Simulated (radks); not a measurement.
Problem. Valence configurations of Xe3+ (all share [Kr]). All-electron calculation, Dirac Kohn-Sham, LDA (Slater exchange, Perdew-Wang correlation), spin-unpolarised, spherical densities, point nucleus; open shells are shared between the two j in proportion to 2j + 1. Program: a radial shooting solver on a logarithmic mesh with Libxc functionals. Order these by energy: 4d9 5s1 5p5; 4d8 5s1 5p6; 4d10 5s1.5 5p3.5; 4d10 5s1 5p4; 4d8.5 5s1.5 5p5; 4d7 5s2 5p6; 4d10 5p5; 4d8 5s2 5p5; 4d10 5s2 5p3; 4d9 5s2 5p4.

Solution. From the lowest, in eV above it: 4d10 5s2 5p3 0.000; 4d10 5s1.5 5p3.5 6.665; 4d10 5s1 5p4 13.362; 4d10 5p5 26.847; 4d9 5s2 5p4 58.391; 4d9 5s1 5p5 72.395; 4d8.5 5s1.5 5p5 96.801; 4d8 5s2 5p5 122.31; 4d8 5s1 5p6 136.94; 4d7 5s2 5p6 191.81. NIST lists [Kr] 4d10 5s2 5p3 as the ground configuration; this level of theory agrees among the configurations tried. The energies are those of spherical spin-averaged densities, not of single terms.
